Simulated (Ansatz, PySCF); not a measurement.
C₄H₄, SMILES C=C1C=C1. Atoms are numbered in the order given.

```xyz
8

C      0.0000     0.0000     1.5985
C      0.0000     0.0000     0.2655
C      0.0000     0.6616    -1.0189
C      0.0000    -0.6616    -1.0189
H      0.0000    -0.9376     2.1583
H      0.0000     0.9376     2.1583
H      0.0000     1.5835    -1.5973
H      0.0000    -1.5835    -1.5972
```
Charge 0, spin multiplicity 1.

Coordinates come from a B3LYP-D3(BJ)/def2-SVP optimisation.

Two levels are set side by side: PBE-D3(BJ)/def2-SVP (Ansatz, a program for electronic structure) and B3LYP-D3(BJ)/def2-SVP (PySCF). Each level has its own optimised geometry; the coordinates shown are those of the second. Frequencies come from the Hessian of PySCF at each geometry. Differences are taken from unrounded values.

```tsv
quantity	B3LYP-D3(BJ)	PBE-D3(BJ)	PBE-D3(BJ) minus B3LYP-D3(BJ)
mean bond length (Å)	1.238	1.246	0.008
bond C1–C2 (Å)	1.333	1.340	0.007
bond C2–C3 (Å)	1.445	1.452	0.007
bond C2–C4 (Å)	1.445	1.452	0.007
bond C3–C4 (Å)	1.323	1.333	0.010
bond C1–H5 (Å)	1.092	1.100	0.007
bond C1–H6 (Å)	1.092	1.100	0.007
bond C3–H7 (Å)	1.088	1.097	0.008
bond C4–H8 (Å)	1.088	1.097	0.008
highest harmonic wavenumber (cm⁻¹)	3283	3212	-71
mean harmonic wavenumber (cm⁻¹)	1479	1440	-39
zero-point energy (kcal/mol)	38.06	37.05	-1.01
```

GGA bonds tend to be longer and softer than those of functionals with exact exchange. Differences between two approximate levels are no errors against the true value.
